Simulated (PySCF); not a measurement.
## `C[C@@H]1S[C@H]1[Si](F)(F)F`, C3H5F3SSi

Geometry:
| atom | x (Å) | y (Å) | z (Å) |
| --- | --- | --- | --- |
| C1 | 2.087 | 0.011 | 0.204 |
| C2 | 0.689 | -0.541 | 0.197 |
| S3 | 0.143 | -1.455 | -1.258 |
| C4 | -0.373 | 0.160 | -0.584 |
| Si5 | -2.123 | 0.305 | 0.047 |
| F6 | -2.365 | 1.669 | 0.822 |
| F7 | -3.229 | 0.260 | -1.082 |
| F8 | -2.509 | -0.831 | 1.080 |
| H9 | 2.801 | -0.768 | 0.459 |
| H10 | 2.163 | 0.806 | 0.945 |
| H11 | 2.344 | 0.413 | -0.774 |
| H12 | 0.384 | -1.007 | 1.129 |
| H13 | -0.017 | 0.979 | -1.203 |

Computed with TDDFT B3LYP/def2-SVPD circular dichroism and optical rotation, one conformer, gas phase in PySCF 2.14.0. Geometry: GFN2-xTB.

States above about 6.9 eV (minus the energy of the highest occupied orbital) lie near or above the ionisation threshold and depend on the basis. Singlets 4 and 5 lie within 0.01 eV of each other, so their separate moments and overlaps can depend on how they mix.

Draw the ECD and absorption spectra from the lowest 12 states, each a Gaussian of half-width 0.35 eV at 1/e height.


| E (eV) | λ (nm) | Δε (L mol⁻¹ cm⁻¹) | ε (L mol⁻¹ cm⁻¹) |
| --- | --- | --- | --- |
| 4.07 | 304 | +0.51 | 13.9 |
| 4.17 | 297 | +1.07 | 29.1 |
| 4.27 | 290 | +1.90 | 51.5 |
| 4.37 | 283 | +2.85 | 77.4 |
| 4.47 | 277 | +3.65 | 98.9 |
| 4.57 | 271 | +3.96 | 107 |
| 4.67 | 265 | +3.65 | 98.9 |
| 4.77 | 260 | +2.85 | 77.5 |
| 4.87 | 254 | +1.90 | 51.6 |
| 4.97 | 249 | +1.07 | 29.5 |
| 5.07 | 244 | +0.52 | 15.6 |
| 5.17 | 240 | +0.23 | 12.2 |
| 5.27 | 235 | +0.14 | 23.5 |
| 5.37 | 231 | +0.21 | 61.5 |
| 5.47 | 226 | +0.44 | 149 |
| 5.57 | 222 | +0.86 | 311 |
| 5.67 | 218 | +1.45 | 560 |
| 5.77 | 215 | +2.12 | 868 |
| 5.87 | 211 | +2.65 | 1170 |
| 5.97 | 208 | +2.86 | 1360 |
| 6.07 | 204 | +2.66 | 1430 |
| 6.17 | 201 | +2.14 | 1430 |
| 6.27 | 198 | +1.50 | 1500 |
| 6.37 | 194 | +0.87 | 1750 |
| 6.47 | 191 | +0.25 | 2170 |
| 6.57 | 189 | -0.55 | 2600 |
| 6.67 | 186 | -1.74 | 2840 |
| 6.77 | 183 | -3.42 | 2800 |
| 6.87 | 180 | -5.35 | 2570 |
| 6.97 | 178 | -6.95 | 2300 |
| 7.07 | 175 | -7.42 | 2130 |
| 7.17 | 173 | -6.27 | 2120 |
| 7.27 | 170 | -3.73 | 2340 |
| 7.37 | 168 | -0.86 | 2840 |
| 7.47 | 166 | +0.84 | 3680 |
| 7.57 | 164 | +0.21 | 4730 |
| 7.67 | 162 | -3.05 | 5770 |
| 7.77 | 159 | -8.24 | 6530 |
| 7.87 | 157 | -13.82 | 6830 |

Δε uses R in velocity form, ε uses f in length form. Only the states computed contribute, so the short-wavelength end is incomplete.

The sign of the CD band at 156 nm isn't settled: the length form gives the opposite one.
